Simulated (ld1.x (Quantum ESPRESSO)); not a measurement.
**Transferability test, PAW potential for platinum (Pt)**

```json
{
  "Element": "Pt",
  "Generator": "ld1.x (Quantum ESPRESSO) 7.5",
  "Type": "PAW",
  "Functional": "LDA (PZ)",
  "Relativity": "scalar-relativistic",
  "Frozen core": "[Xe] 4f14",
  "Valence charge": "10",
  "Reference configuration": "5d9 6s1 6p0",
  "Partial waves": "6s (bound): rcut 2.10, rcutus 2.75 bohr; 6s channel at 0.05 Ry: rcut 2.10, rcutus 2.75 bohr; 6p (bound, empty): rcut 2.45, rcutus 2.85 bohr; 6p channel at 1.05 Ry: rcut 2.45, rcutus 2.85 bohr; 5d (bound): rcut 1.15, rcutus 1.45 bohr; 5d channel at 1.2 Ry: rcut 1.15, rcutus 1.45 bohr",
  "Local potential": "all-electron potential smoothed inside 1.25 bohr (lloc = -1)",
  "Core correction": "Bessel-smoothed model core inside 0.75 bohr",
  "Augmentation charge": "PSQ, inside the norm-conserving radii"
}
```

Energies are relative to the spin-unpolarised reference configuration 5d9 6s1 6p0; without spin polarisation the order of configurations can differ from experiment. Spin-polarised rows fill each open shell by Hund’s rule, majority spin first.

Its overlap operator is not positive definite in a basis up to 400 Ry (lowest eigenvalue s -0.21), so the file is unfit for use: the generalised eigenproblem breaks down once the basis is large enough, and its test numbers describe a broken file.

| valence configuration | charge | ΔE all-electron (eV) | error AE − PS (meV) |
| --- | --- | --- | --- |
| 5d9 6s0 6p0 | +1 | 9.545 | -4.8 |
| 5d8 6s0 6p0 | +2 | 29.804 | -37 |
| 5d7 6s0 6p0 | +3 | 62.315 | -207 |
| 5d8 6s2 6p0 | 0 | 0.930 | -14 |
| 5d9 6s0.5 6p0 | +0.5 | 3.860 | -1.6 |
| 5d8 6s1 6p0 | +1 | 11.417 | -20 |
| 5d9 6s0 6p1 | 0 | 5.185 | -1.9 |
| 5d9 6s1 6p0 (spin-polarised) | 0 | -0.379 | -1.2 |
| 5d9 6s0 6p0 (spin-polarised) | +1 | 9.416 | -5.7 |

Note: ghost state, extra bound levels that the all-electron valence spectrum of the same l lacks: p at -180.6 eV (s not tested). A true bound ghost makes a file unfit for plane-wave use.
